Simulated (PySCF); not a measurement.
ClGeH₃Se. Atoms are numbered in the order given.

```xyz
6

Se     0.8323     0.6399     0.0000
Cl    -1.0543     1.8277     0.0000
Ge    -0.2798    -1.4733     0.0000
H     -1.1418    -1.5856     1.2679
H      0.8608    -2.5107     0.0000
H     -1.1418    -1.5856    -1.2679
```
Charge 0, spin multiplicity 1.

The structure is a stationary point at B3LYP-D3(BJ)/def2-SVP. This is a generated structure with no PubChem entry under its InChIKey; it may be hypothetical.

These are PySCF with PBE/pcSseg-1 values and carry that method's errors.

GIAO shieldings, no solvent; atoms alike by connectivity are averaged. δ = σ(ref) − σ: ⁷⁷Se against Me2Se (σ = 1634.8 ppm); ³⁵Cl against HCl (σ = 936.5 ppm); ⁷³Ge against GeH4 (σ = 1614.4 ppm); ¹H against TMS (σ = 31.49 ppm), references at their B3LYP-D3(BJ)/def2-TZVP geometries, non-relativistic (without spin–orbit terms, shifts of atoms bonded to Cl or Br come out too high).

| atoms | nucleus | count | δ (ppm) |
|---|---|---|---|
| Se1 | ⁷⁷Se | 1 | 1053.2 |
| Cl2 | ³⁵Cl | 1 | [?] |
| Ge3 | ⁷³Ge | 1 | [?] |
| H4, H5, H6 | ¹H | 3 | 5.49 |

Problem. Complete the blanks. (Estimate from the structure and the level; the computed values follow.)

Solution. 
- Cl2, δ (ppm): -47.3
- Ge3, δ (ppm): 201.8
